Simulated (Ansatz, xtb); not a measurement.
C3H7BN2: which of two isomers lies lower

Structure X: `CNB(C)C#N`, a singlet. Structure Y: `CC#CB(N)N`, a singlet. Both are isolated molecules in the gas phase, relaxed with B3LYP-D3(BJ)/def2-SVP; the shapes shown needn't be the lowest conformers.

X (Å):

```xyz
13

C    -1.9832   -0.4022   -0.4622
C     1.6827   -1.6802    0.5072
C     0.8918    0.4426   -0.9789
B     0.5278   -0.8124   -0.1201
N    -0.8226   -1.1072    0.0519
N     1.1747    1.3725   -1.6145
H    -1.6590    0.4637   -1.0545
H    -2.5946   -1.0528   -1.1104
H    -2.6273   -0.0375    0.3560
H    -1.0512   -1.9242    0.6113
H     1.3152   -2.5402    1.0895
H     2.3531   -2.0603   -0.2830
H     2.3145   -1.0616    1.1678
```

Y (Å):

```xyz
13

C    -4.3214   -0.2544   -0.2240
C    -2.8745   -0.0789   -0.1826
C    -1.6651    0.0664   -0.1478
B    -0.1292    0.2509   -0.1038
N     0.4324    1.4517   -0.6082
N     0.6710   -0.7865    0.4395
H    -4.6047   -1.0768   -0.9023
H    -4.8293    0.6584   -0.5772
H    -4.7242   -0.4952    0.7741
H     1.4237    1.6537   -0.6180
H    -0.1419    2.1876   -0.9946
H     1.6798   -0.7485    0.5066
H     0.2662   -1.6402    0.7973
```

Quicker runs give these differences E(Y) − E(X): GFN2-xTB −1.1 kcal/mol; HF/STO-3G +25.7 kcal/mol (at GFN2-xTB geometries); r2SCAN-D4/def2-SVP +1.1 kcal/mol (at GFN2-xTB geometries).

Question: Estimate which is lower in electronic energy at CCSD(T)/def2-SVP + ΔMP2/def2-TZVPP, and by roughly how much.

Answer: The CCSD(T)/def2-SVP + ΔMP2/def2-TZVPP calculation puts structure X lower, by 2.2 kcal/mol.

How the difference moves with the method:

| level | geometry | E(Y) − E(X) (kcal/mol) | departure from the last row (kcal/mol) | job, with rough time for the two |
| --- | --- | --- | --- | --- |
| GFN2-xTB | GFN2-xTB | −1.1 | −3.3 | optimisation, 0.79 s |
| HF/STO-3G | GFN2-xTB | +25.7 | +23.6 | single point, 0.6 s |
| r2SCAN-D4/def2-SVP | GFN2-xTB | +1.1 | −1.0 | single point, 4.5 s |
| B3LYP-D3(BJ)/def2-SVP | B3LYP-D3(BJ)/def2-SVP | +2.8 | +0.7 | optimisation, 57 s |
| HF/def2-SVP | B3LYP-D3(BJ)/def2-SVP | +2.8 | +0.6 | part of the CCSD(T) run |
| MP2/def2-SVP | B3LYP-D3(BJ)/def2-SVP | +6.4 | +4.2 | part of the CCSD(T) run |
| CCSD(T)/def2-SVP | B3LYP-D3(BJ)/def2-SVP | +7.7 | +5.6 | single point |
| CCSD(T)/def2-SVP + ΔMP2/def2-TZVPP | B3LYP-D3(BJ)/def2-SVP | +2.2 |  | single point, 61 s |

As drawn, Y has 1 C–C, 1 C≡C, 1 B–N, 3 N–H in place of 1 C–N, 1 C–B, 1 C≡N, 3 C–H.

GFN2-xTB puts the two in the other order. The largest departure from CCSD(T)/def2-SVP + ΔMP2/def2-TZVPP is that of HF/STO-3G, 23.6 kcal/mol. A small imaginary or near-zero mode remains, so no thermal terms are given. The last row adds to CCSD(T) the change of the MP2 difference between the two basis sets, here −5.6 kcal/mol, a large step that makes the value less sure.

The correlated steps freeze 6 core orbitals. Codes used: Ansatz 0.2.0, xtb 6.7.1; the last row on 2 threads of Intel(R) Xeon(R) Processor @ 2.70GHz on a shared host.
